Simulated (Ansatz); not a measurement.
Saddle point of BNH3ClO, closed shell (BNH₃ClO ([NH2][B]([OH])[Cl]) → BNHCl ([NH][B][Cl]) + H₂O (still joined by a long B–O bond); bonds formed: O2–H4; bonds broken: N3–H4; bonds weakened to dative contacts: B1–O2), PBE0-D4/def2-TZVP structure:

```
7
angstrom
B -0.2792 0.2581 -0.3546
O 0.5484 0.5627 0.9329
N -0.4948 -1.0439 -0.1722
H 0.3729 -0.5158 0.9731
Cl -0.5655 1.6047 -1.4351
H 1.4703 0.8053 0.7797
H -1.0521 -1.6713 -0.7238
```

Energies are electronic, without zero-point energy. Barriers and step energies count from the start structure reached by relaxing down the imaginary mode; all methods use the PBE0-D4 structures, on which another method's saddle can fall below an end. Computed with Ansatz 0.2.0 (basis: def2-TZVPP, with def2-QZVPP for the basis limit); correlated methods freeze the cores. B3LYP uses VWN-RPA correlation. Extrapolation: Hartree–Fock as exp(−7.88 √X), correlation as X^−2.97.

```tsv
method	barrier (kJ/mol)	step energy (kJ/mol)
SPW92	260.2	267.2
PBE-D4	271.8	267.8
BLYP-D4	280.1	268.4
r2SCAN-D4	289.9	280.3
B97M-V	301.0	282.2
PBE0-D4	291.8	282.5
B3LYP-D4	?	280.8
r2SCAN0-D4	?	289.4
BHLYP-D4	318.5	296.9
CAM-B3LYP-D4	?	286.6
wB97X-V	301.1	287.0
wB97M-V	295.0	280.0
B2PLYP	295.8	280.5
PBE-QIDH	300.6	287.9
RPA on PBE	289.5	274.3
HF	353.6	316.3
MP2	290.9	278.0
CCSD	305.8	286.1
CCSD(T)	295.1	278.8
```

Fill in the withheld barriers. (Judge from chemistry; the value comes from the calculation.)

The calculation gives: B3LYP-D4 295.6; CAM-B3LYP-D4 300.5; r2SCAN0-D4 302.3 kJ/mol. Each is the energy of the saddle less that of the start structure, by the same method.

For comparison, the barrier by CCSD(T) at an estimated basis limit (MP2 extrapolated from triple and quadruple zeta, plus CCSD(T) − MP2 in triple zeta) is 296.3 kJ/mol.

The T1 diagnostic stays at or below 0.014.

Labels in which every atom is bracketed show which atoms are joined, not bond orders.

For scale, one of the runs: CCSD(T)/def2-TZVPP, 177 basis functions, launched by `ansatz run in.yaml --threads 2 --pin off --events-out ev --progress --plain --max-ram 4352MiB`. Time: 44 s of wall clock on 2 CPU threads of an Arm Neoverse V1; the host was shared. Peak host memory: 1.7 GiB.
